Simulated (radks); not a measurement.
Spherical quantum dot in the effective-mass picture: electrons in a parabolic well V = omega^2 r^2 / 2 with omega = 0.135, all in effective atomic units (hartree* = m*/eps^2 hartree, bohr* = eps/m* bohr), one dielectric constant everywhere. Method: non-relativistic Kohn-Sham, PBEsol, spin-polarised, spherical densities; computed with a radial shooting solver with Libxc functionals. Levels are named by radial order and angular momentum (1s, 1p, 1d, 2s, ...), and open shells are averaged over m. Results are scaled to m* = 0.412 and eps = 9, for which hartree* = 138.4 meV and bohr* = 1.156 nm.

N = 7, configuration 1s2 1p(up 3, down 2). This is the lowest configuration that the search found. Occupied levels:

| level | occupation | eigenvalue (meV) | <r> (nm) |
|---|---|---|---|
| 1s up | 1 | 179.77 | 5.649 |
| 1s down | 1 | 180.77 | 5.596 |
| 1p up | 3 | 187.27 | 6.637 |
| 1p down | 2 | 188.42 | 6.634 |

Energy (meV): total 785.492, kinetic 76.047, external 291.42, Hartree 554.50, exchange-correlation -136.48.

Electron density:

| r (nm) | n(r) (e/nm^3) |
|---|---|
| 0.266 | 0.002011 |
| 0.933 | 0.002147 |
| 1.60 | 0.002412 |
| 2.27 | 0.002759 |
| 2.94 | 0.003121 |
| 3.60 | 0.003421 |
| 4.27 | 0.003581 |
| 4.94 | 0.003544 |
| 5.61 | 0.003284 |
| 6.27 | 0.002824 |
| 6.94 | 0.002232 |
| 7.61 | 0.001606 |
| 8.28 | 0.001039 |
| 8.94 | 0.0005986 |
| 9.61 | 0.0003069 |
| 10.3 | 0.0001415 |
| 10.9 | 0.00005924 |
| 11.6 | 0.00002226 |
| 12.3 | 7.674e-06 |
| 12.9 | 2.340e-06 |
